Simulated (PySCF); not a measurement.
# Working out the ionisation energy of Mo²⁺

Mo²⁺ [Kr] 4d4 (5D) → Mo³⁺ [Kr] 4d3 (4F). All numbers are calculated (PySCF 2.14, scalar relativity by spin-free X2C-1e, in x2c-TZVPPall (8s6p6d2f1g, 79 functions)). Frozen: [Ar] 3d10. Energies in hartree (1 hartree = 27.21139 eV):

```json
{"part": "UHF", "Mo²⁺ (lower)": "-4045.408854", "Mo³⁺ (upper)": "-4044.450366"}
{"part": "CCSD correlation", "Mo²⁺ (lower)": "-0.305317", "Mo³⁺ (upper)": "-0.273152"}
{"part": "(T)", "Mo²⁺ (lower)": "-0.006459", "Mo³⁺ (upper)": "-0.005115"}
```

Problem. What does Hartree-Fock give?

Solution. (-4044.450366) − (-4045.408854) = 0.958488 hartree = 26.082 eV.

Problem. What do CCSD and CCSD(T) give?

Solution. The CCSD correlation energies differ by 0.032165 hartree = 0.875 eV and the triples by 0.001344 hartree = 0.037 eV, so CCSD gives 26.957 eV and CCSD(T) 26.994 eV.

Reference: 27.13 ± 0.12 eV (semi-empirical (NIST evaluation); NIST Atomic Spectra Database, ionization energies), between the lowest levels; spin-orbit coupling is absent from the calculation.

What remains against the reference includes basis incompleteness, the frozen core and higher excitations.
